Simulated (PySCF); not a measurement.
Species: C₅H₃ClOS.
SMILES with atom numbers: `[O:1]=[C:2]([Cl:3])[c:4]1[cH:5][cH:6][s:7][cH:8]1` (hydrogens: H9 on C5; H10 on C6; H11 on C8)

Method: PBE0-D3(BJ)/def2-SVP geometry optimisation, gas phase in PySCF; density fitting, grid level 1; the optimiser is geomeTRIC in internal coordinates, started from a GFN2-xTB structure with every atom displaced at random (about 0.01 Å).

The end geometry, which sets the zero of energy:
```
atom  x, y, z in Å
O1     -2.1426   -1.5284    0.2930
C2     -1.7706   -0.4542   -0.0502
Cl3    -2.9482    0.7657   -0.6281
C4     -0.3789    0.0107   -0.0524
C5      0.6865   -0.8394    0.3830
C6      1.9001   -0.2206    0.3052
S7      1.7561    1.3888   -0.2948
C8      0.0661    1.2534   -0.4509
H9      0.5284   -1.8591    0.7337
H10     2.8788   -0.6197    0.5681
H11    -0.5387    2.0781   -0.8234
```

Problem. These geometries come from the run, each turned onto the end geometry. Order them by energy, lowest first.
A.
```
atom  x, y, z in Å
O1     -2.1432   -1.5149    0.3345
C2     -1.7685   -0.4574   -0.0553
Cl3    -2.9402    0.7599   -0.6526
C4     -0.3772    0.0081   -0.0581
C5      0.6850   -0.8460    0.3754
C6      1.8952   -0.2188    0.3048
S7      1.7541    1.3961   -0.2804
C8      0.0652    1.2564   -0.4427
H9      0.5298   -1.8692    0.7160
H10     2.8750   -0.6181    0.5638
H11    -0.5382    2.0792   -0.8222
```
B.
```
atom  x, y, z in Å
O1     -2.1778   -1.4370    0.4820
C2     -1.7714   -0.4513   -0.0367
Cl3    -2.9212    0.6913   -0.8097
C4     -0.3757    0.0020   -0.0728
C5      0.6966   -0.8544    0.3380
C6      1.9048   -0.2258    0.2923
S7      1.7479    1.4044   -0.2449
C8      0.0620    1.2596   -0.4291
H9      0.5425   -1.8863    0.6596
H10     2.8843   -0.6261    0.5484
H11    -0.5552    2.0990   -0.7439
```
C.
```
atom  x, y, z in Å
O1     -2.1456   -1.5468    0.2954
C2     -1.7644   -0.4594   -0.0471
Cl3    -2.9332    0.7707   -0.6301
C4     -0.3536    0.0096   -0.0555
C5      0.6794   -0.8412    0.3693
C6      1.8806   -0.2171    0.2971
S7      1.7593    1.3889   -0.2987
C8      0.0771    1.2497   -0.4512
H9      0.5213   -1.8317    0.7426
H10     2.8482   -0.6108    0.5637
H11    -0.5322    2.0632   -0.8022
```

Solution. A (0.004 eV), B (0.019 eV), C (0.061 eV).

In the order of the answer:

```
step  E above end (eV)  largest force (eV/Å)  rms force component (eV/Å)  rms distance from end (Å)  rms bond change (Å)  bond most changed (Å)
   4             0.004                  0.24                       0.064                      0.018                0.000          C2–Cl3 +0.001
   1             0.019                  0.38                       0.096                      0.098                0.002          C2–Cl3 +0.005
   0             0.061                  1.76                       0.479                      0.021                0.014           C4–C5 -0.027
```

What follows is the cost of the whole optimisation. The run took 69 s on one thread, Arm Neoverse V2 (aarch64), shared host, and the process peaked at 0.53 GiB of memory.
